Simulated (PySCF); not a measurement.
Species: transoidal hexafluoroacetone imine, C3HF6N.
Geometry (PBE0-D3(BJ)/def2-SVP, Å), atoms numbered from 1 in this order:
```xyz
11
C3HF6N angstrom
N      0.0764    1.5046   -0.8265
C      0.0664    0.4013   -0.2243
C      1.3894   -0.2962    0.0792
F      2.3999    0.3244   -0.4939
F      1.5996   -0.3278    1.3948
F      1.3578   -1.5545   -0.3602
C     -1.2030   -0.3165    0.2369
F     -1.4015   -1.4250   -0.4656
F     -2.2590    0.4779    0.0613
F     -1.1339   -0.6414    1.5218
H     -0.8787    1.8599   -0.9477
```

All values: B3LYP/def2-SVPD (PySCF, non-relativistic), on one gas-phase PBE0-D3(BJ)/def2-SVP geometry that isn't relaxed in the solvent. The solvent is an IEF-PCM continuum (cavity from Bondi-type radii × 1.2), and excitations are vertical TDDFT with non-equilibrium linear response and a frozen core. The model holds no explicit solvent molecules, cavitation or dispersion.

Gas-phase singlets (H = HOMO, L = LUMO):

```tsv
state	E (eV)	λ (nm)	f	leading configurations
S1	5.014	247	0.002	H→L 99%
S2	7.861	158	0.000	H-2→L 98%
S3	8.283	150	0.014	H→L+1 95%
S4	8.420	147	0.189	H-1→L 78%, H-3→L 10%
S5	8.492	146	0.035	H-3→L 89%, H-1→L 9%
```

Q: Give the list for acetonitrile (ε = 35.69), n² = 1.81.

A: 
| state | E (eV) | λ (nm) | f | leading configurations | change by rank (eV) |
| --- | --- | --- | --- | --- | --- |
| S1 | 5.093 | 243 | 0.003 | H→L 99% | +0.079 |
| S2 | 7.988 | 155 | 0.002 | H-2→L 98% | +0.127 |
| S3 | 8.342 | 149 | 0.289 | H-1→L 86% | +0.059 |
| S4 | 8.505 | 146 | 0.015 | H→L+1 87% | +0.085 |
| S5 | 8.734 | 142 | 0.003 | H-3→L 100% | +0.242 |

Q: What are the lowest 5 singlets in dimethylsulfoxide (ε = 46.83)?

A: 
```tsv
state	E (eV)	λ (nm)	f	leading configurations	change by rank (eV)
S1	5.091	244	0.003	H→L 99%	+0.077
S2	7.988	155	0.002	H-2→L 98%	+0.127
S3	8.316	149	0.308	H-1→L 87%	+0.033
S4	8.503	146	0.014	H→L+1 88%	+0.083
S5	8.736	142	0.003	H-3→L 100%	+0.244
```

Q: The ground-state energy changes by -0.185 eV from gas to dimethylsulfoxide. By how much does the total energy of gas-phase S1 change?

A: E(S1) = E(S0) + excitation energy, so it changes by -0.185 + 0.077 = -0.108 eV: it is lowered less than the ground state, which is what a blue shift means. This is the vertical state, with the slow part of the continuum still set for S0.

Q: How do the frontier levels move from gas to dimethylsulfoxide?

A: 
```csv
orbital,gas (eV),solvent (eV),change (eV)
LUMO+2,0.92,1.11,+0.19
LUMO+1,0.18,0.49,+0.31
LUMO,-2.54,-2.24,+0.30
HOMO,-9.16,-8.96,+0.20
HOMO-1,-10.89,-10.58,+0.31
HOMO-2,-11.79,-11.64,+0.15
HOMO-3,-12.10,-12.06,+0.04
```

The HOMO–LUMO gap goes from 6.62 to 6.72 eV. Rows go by rank; for LUMO+1 and LUMO+2 the atom shares or the degeneracy differ between the runs, so the row needn't follow one orbital.
